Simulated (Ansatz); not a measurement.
Ansatz (a program for electronic structure) input file for CH8O2Si3, SMILES C[Si@H]1O[SiH2][Si@@H]1O, PBE/def2-SVPD. Geometry optimised at B3LYP-D3(BJ)/def2-SVP. The structure was generated by enumeration; whether it is a known compound was not checked. The values are those of a single conformer.

Ansatz 0.2 input:
```yaml
crystal:
  periodic: [false, false, false]
  atoms:
    - {symbol: C, position_ang: [2.53411868, -0.72061788, -1.02817165]}
    - {symbol: Si, position_ang: [1.26140025, -0.10580403, 0.20389843]}
    - {symbol: O, position_ang: [0.68735660, 1.43577431, -0.24517558]}
    - {symbol: Si, position_ang: [-1.01189237, 1.48039464, -0.29401117]}
    - {symbol: Si, position_ang: [-0.99108372, -0.87434276, 0.06401553]}
    - {symbol: O, position_ang: [-1.81518707, -1.62787720, 1.31531556]}
    - {symbol: H, position_ang: [2.09999811, -0.79435971, -2.03731631]}
    - {symbol: H, position_ang: [3.39285587, -0.03073810, -1.07056034]}
    - {symbol: H, position_ang: [2.90599086, -1.71599176, -0.73483810]}
    - {symbol: H, position_ang: [1.86561876, -0.05480763, 1.57082508]}
    - {symbol: H, position_ang: [-1.56206338, 2.33904823, 0.79848417]}
    - {symbol: H, position_ang: [-1.47821828, 2.03488491, -1.59875731]}
    - {symbol: H, position_ang: [-1.29686644, -1.69189733, -1.14384709]}
    - {symbol: H, position_ang: [-1.72732227, -1.22907812, 2.18928111]}
basis:
  gaussian:
    orbitals: def2-SVPD
hamiltonian:
  xc: {name: PBE}
```

Output:

```
WARN ansatz: RAYON_NUM_THREADS=2 ignored (pool sized by the plan → 2); use --threads N
Functional definition: PBE
integrals: 0.17 GiB planned
1735 factors; their error is unknown
mean field: 1.04 GiB planned
mean field evaluation 1: about -28850.5527 eV, gradient 9.5e1 eV
mean field evaluation 2: about -28733.2347 eV, gradient 2.3e2 eV
mean field evaluation 4: about -28866.8634 eV, gradient 2.5e1 eV
mean field evaluation 8: about -28868.1794 eV, gradient 3.0e-1 eV
mean field evaluation 16: about -28868.1256 eV, gradient 2.5e-4 eV
mean field -28868.12561805 eV, -1060.8840489451 hartree, gradient 7.7e-5 eV, S^2 0.000000; 0 other end points of the search recorded, 0 dependent functions left out
reference -28868.12567915 eV, -1060.8840511904 hartree; 36, 36 occupied and 166, 166 virtual orbitals, 1735 factors
Total energy: -28868.12567915 eV, -1060.8840511904 hartree
```

The run converged.
